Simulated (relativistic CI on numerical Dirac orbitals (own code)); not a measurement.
**Slater and spin-orbit integrals, I VIII**

Calculated at this level of theory: Dirac-Coulomb-Breit CI, orbitals from a KLI potential per configuration, QED by a radiative potential, unscaled Slater integrals (own radial code, finite nucleus).

Slater integrals F^k, G^k are unscaled and averaged over j, outside the closed core [Ar] 3d10 4s2; ζ comes from projecting the Hamiltonian with its Breit term on Σ l·s of the shell.

- 4p⁶4d⁹5s: ζ(4d) = 5590.4, G^2(4d,5s) = 18884 cm⁻¹; <r>(4d) = 0.8836, <r^2>(4d) = 0.903, <r>(5s) = 1.64, <r^2>(5s) = 2.996 (bohr units).
- 4p⁶4d⁹4f: ζ(4d) = 5517.3, F^2(4d,4f) = 84335, F^4(4d,4f) = 53096, G^1(4d,4f) = 100200, G^3(4d,4f) = 61488, G^5(4d,4f) = 43094, ζ(4f) = 70.264 cm⁻¹; <r>(4d) = 0.889, <r^2>(4d) = 0.9144, <r>(4f) = 1.29, <r^2>(4f) = 2.015 (bohr units).
- 4p⁶4d⁹5p: ζ(4d) = 5624.5, F^2(4d,5p) = 42793, G^1(4d,5p) = 13437, G^3(4d,5p) = 13065, ζ(5p) = 11098 cm⁻¹; <r>(4d) = 0.8821, <r^2>(4d) = 0.8998, <r>(5p) = 1.814, <r^2>(5p) = 3.672 (bohr units).

Averages of the first 10 configurations, taken without configuration mixing, which lowers the lowest level and can move excited configurations by several eV; other configurations of the list can lie among them:

```
Configuration  Parity  States  Average energy above the lowest level (eV)
      4p⁶4d¹⁰    even       1                                         0.0
     4p⁶4d⁹5s    even      20                                        48.2
     4p⁶4d⁹4f     odd     140                                        79.4
     4p⁶4d⁹5p     odd      60                                        63.3
     4p⁶4d⁹5d    even     100                                        84.9
    4p⁵4d¹⁰4f    even      84                                       167.7
     4p⁶4d⁹6s    even      20                                        94.8
     4p⁶4d⁹6p     odd      60                                       101.1
     4p⁶4d⁹5f     odd     140                                       107.0
     4p⁶4d⁹6d    even     100                                       110.7
```
